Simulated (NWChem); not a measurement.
Molecule: AgH2OI; SMILES [OH2]->[Ag][I]

Computed with NWChem. Structure relaxed at the PBE0/def2-SVP level. Not confirmed as a minimum by frequencies. def2 effective core potentials on Ag, I; no spin-orbit coupling.

Diagonal of the polarisability tensor at B3LYP/def2-SVPD, static: 62.74, 94.36, 76.04 bohr³.

Problem. Find the mean polarisability volume, the molar refraction, and the refractive index that an ideal gas of it would have at 273.15 K and 1 atm.

Solution. 
1. Mean: one third of the trace = 77.71 bohr³ × 0.14818 Å³/bohr³ = 11.52 Å³.
2. Molar refraction (Lorentz-Lorenz): (4π/3) N_A α = 29.0 cm³/mol.
3. Number density p/kT = 2.687 × 10⁻⁵ Å⁻³; n − 1 = 2π N α = 19.44 × 10⁻⁴.
4. These hold the electronic response alone: vibrational and orientational terms add to the static dielectric constant.
